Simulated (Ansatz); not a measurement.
Ansatz results at the PBE0-D4/def2-TZVP geometry: HOMO energy (ωB97M-V/def2-TZVPP) -9.43 eV; HOMO–LUMO gap (PBE/def2-TZVPP) 3.26 eV; HOMO energy (PBE/def2-TZVPP) -6.07 eV.

Each molecule was computed in one conformer, which needn't be the lowest.

(1) Which molecule gave them?
A. `[OH][Mg-]1[O]C=CC=[O+]1`
B. `CC1=CC(C)=[O+][Al-]([CH3])([OH])[O]1`
C. `F[B-]1(F)OC=CC=[O+]1`
D. `CC1=CC(C(F)(F)F)=[O+][Ti-]([F])([Cl])([Cl])[O]1`

## Answers

(1) B. The others give `CC1=CC(C(F)(F)F)=[O+][Ti-]([F])([Cl])([Cl])[O]1`: -10.49, 2.99, -7.19; `F[B-]1(F)OC=CC=[O+]1`: -10.45, 3.45, -7.14; `[OH][Mg-]1[O]C=CC=[O+]1`: -9.54, 2.88, -5.80.
